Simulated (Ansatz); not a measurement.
The cluster BiF3, relaxed as a singlet with RKS PBE-D4/def2-TZVP in Ansatz, starting from the GFN1-xTB geometry. Force threshold 0.02 eV/Å.

In the def2 sets Bi takes a core potential; there is no spin–orbit coupling. The structure comes from a short search, and lower isomers may exist.

Start:

```xyz
4

Bi    0.646    0.074   -0.458
F    -0.257    1.658    0.374
F    -1.048   -0.742   -1.156
F     0.658   -0.990    1.240
```

**Question.** Estimate the energy that the relaxation releases and the steps that it takes.

**Answer.** 1.1 kJ/mol, in 3 steps; 2 s on 4 threads of Arm Neoverse V1 on a shared host. No frequencies were taken in this run, so the end may be a saddle point.

**Question.** Does the start keep its bonding and symmetry?

**Answer.** By distances, no bond broke or formed. The bond that changes most is Bi1–F4, from 2.00 to 2.02 Å (atoms count from 1). Point group Cs at the start, C3v at the end, both within 0.05 Å.

**Question.** Predict the relaxed structure.

**Answer.** 
```xyz
4

Bi    0.6302    0.0732   -0.4419
F    -0.2559    1.6968    0.3669
F    -1.0571   -0.7525   -1.1810
F     0.6829   -1.0176    1.2560
```
Bond lengths: 3 × Bi–F 2.02 Å.
